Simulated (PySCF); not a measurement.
Species: C₅H₉O₂ (doublet state).
Z-matrix (Å and degrees, GFN2-xTB geometry), rows numbered from 1:
```
C 
O   1  1.3593
C   2  1.4085  1  116.06
C   3  1.5019  2  111.80  1   -74.52
C   4  1.3215  3  124.61  2  -131.78
C   5  1.5003  4  124.66  3  -179.17
O   6  1.4095  5  112.92  4  -127.62
H   1  1.0776  2  119.13  3   -27.73
H   1  1.0713  2  113.60  3   179.65
H   3  1.1031  2  109.71  1    46.88
H   3  1.0930  2  106.18  1   164.52
H   4  1.0818  3  114.44  2    47.79
H   5  1.0842  4  120.18  3     0.32
H   6  1.1041  5  108.91  4   109.99
H   6  1.0916  5  110.75  4    -9.18
H   7  0.9640  6  108.86  5   -52.71
```

The hyperfine couplings belong to this conformer and change with its torsions.

Identity: `[CH2]OC/C=C/CO` [radical].

Computed, not measured: UKS B3LYP, pcH-1 on C H O, non-relativistic, mean-field spin-orbit, GIAO (PySCF 2.14.0). Isolated species at its GFN2-xTB geometry (one conformer only). The geometry wasn't refined by DFT: couplings that depend on bond lengths, twists or pyramidal angles can differ widely from those at the functional's own minimum. No stability test was run, so a lower SCF solution isn't excluded.

Question: Give the principal g shifts and their parts.

Answer: 
```csv
Δg (ppm),1,2,3
relativistic mass correction,-189,-189,-189
gauge correction,1,52,60
orbital Zeeman/spin–orbit,-24,1361,2259
total,-212,1224,2131
```

So g = 2.00211, 2.00354, 2.00445 and g_iso = 2.00337; the tensor is rhombic: the two nearest values differ by 39 % of g3 − g1. Axes: g3 points within 11° of the C1–H9 bond.

Question: Average each term over the three axes. Which is largest in size?

Answer: The orbital-Zeeman/spin–orbit term 1199, the mass correction -189 and the gauge correction 38 ppm, for a total of 1048 ppm. The orbital-Zeeman/spin–orbit term is the largest in size. The mass correction is the same along every axis, so the anisotropy comes from the other two: their spans along these axes are 59 (gauge) and 2283 ppm (orbital Zeeman/spin–orbit).

Question: What are the electron Larmor frequencies g μB B/h along the three axes at 340 mT?

Answer: 9.5275, 9.5343, 9.5386 GHz for g1, g2 and g3, a range of 11.1 MHz.

Question: What effective moment and Curie constant follow for a powder?

Answer: With the mean of g² = 4.0135 and S(S+1) = 0.75: μ_eff = √(⟨g²⟩S(S+1)) = 1.735 μB and χT = 0.12505·⟨g²⟩·S(S+1) = 0.376 cm³ K/mol (cgs; spin-Hamiltonian part alone).

Question: In a frozen sample, at which fields do the three g values resonate at 9.5, 34, 94 and 263 GHz (hyperfine left aside), and which band first spreads them over more than twice a line width of 1.0 mT?

Answer: 
```
band    GHz  B(g3) mT  B(g2) mT  B(g1) mT  spread mT
   X    9.5    338.62    338.78    339.02       0.40
   Q   34.0   1211.91   1212.46   1213.33       1.42
   W   94.0   3350.59   3352.11   3354.51       3.92
   J  263.0   9374.52   9378.76   9385.49      10.97
```

The spread grows in proportion to the frequency. W band is the first where it exceeds 2.0 mT.

Largest spin populations (Mulliken): C1 (+0.92) and O2 (+0.14). C1 is the only atom above +0.15. The angles at C1 add up to 353.8°, so it is slightly pyramidal.

The HOMO–LUMO gaps are 4.66 eV among the α and 6.28 eV among the β orbitals.

On one thread, Arm Neoverse V1 (aarch64), no GPU, shared host with 32 logical CPUs at a one-minute load of 11, this took 56 s (grids of density and orbitals included) and 1.1 GiB of memory at its peak.
